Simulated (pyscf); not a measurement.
**`[CH3][SnH2][SH]`, singlet**

Gas-phase minimum from PySCF at ωB97X-D3(BJ)/def2-SVP, one conformer. 

```xyz
9

C      0.0386     1.1504    -1.4663
Sn     0.6305    -0.0079     0.2252
S      1.1281     1.6193     1.9351
H     -0.8452     1.7531    -1.2127
H      0.8569     1.8231    -1.7605
H     -0.2071     0.4944    -2.3142
H     -0.6265    -1.0287     0.7782
H      2.0345    -0.9342    -0.0893
H      1.4410     0.7048     2.8735
```

Bonds (Å): C1–Sn2 2.134, C1–H4 1.099, C1–H5 1.099, C1–H6 1.100, Sn2–S3 2.412, Sn2–H7 1.711, Sn2–H8 1.711, S3–H9 1.347. Bond angles (°): Sn2–C1–H4 109.7, Sn2–C1–H5 109.7, Sn2–C1–H6 110.4, H4–C1–H5 108.9, H4–C1–H6 109.0, H5–C1–H6 109.0, C1–Sn2–S3 104.7, C1–Sn2–H7 112.1, C1–Sn2–H8 112.1, S3–Sn2–H7 109.0, S3–Sn2–H8 109.0, H7–Sn2–H8 109.8, Sn2–S3–H9 94.8.

Properties at ωB97X-D3(BJ)/def2-SVP:

```
Quantity                                                                                                                                                                                                                             Result
---------------------------------------------------------------------------------------------------------------------  --------------------------------------------------------------------------------------------------------------------
Harmonic wavenumbers, unscaled                                                                                         84, 105, 123, 372, 384, 520, 555, 591, 719, 748, 793, 802, 1247, 1446, 1449, 1958, 1965, 2761, 3084, 3197, 3202 cm⁻¹
Zero-point energy                                                                                                                                                                                                             37.3 kcal/mol
Rotational symmetry number                                                                                                                                                                                                                1
Entropy of this conformer at 298 K and 1 atm, rigid rotor and harmonic oscillator, modes under 100 cm⁻¹ raised to 100                                                                                                       344.0 J/(mol K)
Dipole moment                                                                                                                                                                                                                        1.77 D
```

Single-point totals, which compare only within one level (frozen core for MP2 and CC):

```json
[
 {"level": "ωB97X-D3(BJ)/def2-TZVP", "total energy (hartree)": "-654.37682"},
 {"level": "PBE/def2-TZVP", "total energy (hartree)": "-654.00433"},
 {"level": "r²SCAN/def2-TZVP", "total energy (hartree)": "-654.27201"},
 {"level": "B3LYP-D3(BJ)/def2-TZVP", "total energy (hartree)": "-654.35733"},
 {"level": "PBE0-D3(BJ)/def2-TZVP", "total energy (hartree)": "-654.06607"},
 {"level": "M06-2X/def2-TZVP", "total energy (hartree)": "-654.13065"},
 {"level": "ωB97M-D3(BJ)/def2-TZVP", "total energy (hartree)": "-654.34031"},
 {"level": "HF/def2-TZVPP", "total energy (hartree)": "-652.28519"},
 {"level": "MP2/def2-TZVPP", "total energy (hartree)": "-652.98143"},
 {"level": "CCSD/def2-TZVPP", "total energy (hartree)": "-653.01788"},
 {"level": "CCSD(T)/def2-TZVPP", "total energy (hartree)": "-653.04397"}
]
```

Soft torsions are taken as harmonic, which can shift the entropy by several J/(mol K). The CCSD(T) − MP2 part came from Ansatz, without density fitting, on the same reference. The frozen core leaves the outer d or s,p core shells of the metals and heavy elements correlated in the MP2 and CC values, and def2-TZVPP describes them poorly, so these totals are far from the basis limit. Elements past Kr carry the def2 core potentials, without spin-orbit coupling.
